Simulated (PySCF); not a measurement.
## How methods differ on the ionisation energy of I³⁹⁺

I³⁹⁺ [Ne] 3s2 3p2 (3P) → I⁴⁰⁺ [Ne] 3s2 3p1 (2P), as a difference of total energies. All numbers are calculated (PySCF 2.14, scalar relativity by spin-free X2C-1e, in an uncontracted even-tempered set (18 s from 6.9 bohr⁻², ratio 2.5; 12 p from 9 bohr⁻², ratio 2.5; 4 d from 37 bohr⁻², ratio 2.7; 4 f from 55 bohr⁻², ratio 2.7)). Correlated levels: outer shells: 1s2 frozen; virtual orbitals above 40 to 60 times the deepest correlated orbital energy dropped. The calculations carry no spin-orbit coupling.

| method | ionisation energy (eV) |
| --- | --- |
| UHF | 2794.7 |
| LDA | 2796.0 |
| PBE | 2796.6 |
| PBE0 | 2796.4 |
| r2SCAN | 2796.9 |
| r2SCANh | 2796.8 |
| B97-3 | 2796.1 |
| MP2 (outer shells) | 2795.2 |
| SCS-MP2 (outer shells) | 2795.0 |

Spin-orbit coupling is strong in these open shells (close to jj coupling). The scalar numbers leave it out and a first-order estimate fails, so it can dominate the gap to the real levels.

Breit and QED terms and the two-electron picture change are absent.

For comparison: 2836 ± 4 eV (theoretical estimate listed by NIST; NIST Atomic Spectra Database, ionization energies).
